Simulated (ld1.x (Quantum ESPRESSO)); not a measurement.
# Before and after: TM potential for boron

boron (B), norm-conserving Troullier–Martins (Kleinman–Bylander form), made with ld1.x (Quantum ESPRESSO) 7.5 (BLYP, non-relativistic). Core [He], reference 2s2 2p1. Waves: 2p (bound): rc 2.20 bohr; 2s (bound): rc 1.15 bohr. Local part: the s channel. Core correction: Bessel-smoothed model core inside 0.60 bohr.

Change: functional LDA (PZ).

Cutoffs: the cutoffs (Ry, on a coarse ladder) from which the occupation-weighted sum of valence levels, in a spherical-Bessel basis at the reference potential, stays within 10 and 1 mRy of its value at 400 Ry; they do not see the model core or the augmentation charge, which bear on the density cutoff. Errors are all-electron minus pseudo energies relative to the spin-unpolarised reference configuration.

**Question.** What does the change do?

**Answer.** The potential gets neither clearly harder nor softer (21 Ry and 55 Ry → 21 Ry and 55 Ry); the number of tests with a reliable result goes from 7 to 9; of the 7 tests that both files solve, the error grows in 2 and shrinks in 1 by more than 15 % and 0.3 meV (median size 3.3 → 6.4 meV); neither file shows a bound ghost.

| quantity | base | changed |
| --- | --- | --- |
| cutoff, loose | 21 Ry | 21 Ry |
| cutoff, tight | 55 Ry | 55 Ry |
| bound ghosts | none | none |
| error for 2s2 2p0, meV [ΔE 8.18 → 8.33 eV] | +26 | +24 |
| error for 2s1 2p0, meV [ΔE 33.52 → 33.63 eV] | +95 | +91 |
| error for 2s2 2p0.5, meV [ΔE 2.86 → 2.94 eV] | +3.3 | +3.2 |
| error for 2s1 2p2, meV [ΔE 5.78 → 5.68 eV] | 0.0 | +1.3 |
| error for 2s2 2p1.3, meV [ΔE -0.72 → -0.77 eV] | +0.2 | +0.2 |
| error for 2s0 2p3, meV [ΔE 11.58 → 11.39 eV] | +2.4 | +6.4 |
| error for 2s1 2p1, meV [ΔE 14.22 → 14.28 eV] | -8.8 | -6.6 |
| s: phases at 2.39 bohr within 0.05 rad from the reference energy up to (Ry; the scan ends near 5) | 2.6 | 2.5 |
| p: phases at 2.39 bohr within 0.05 rad from the reference energy up to (Ry; the scan ends near 5) | 2.1 | 2.1 |
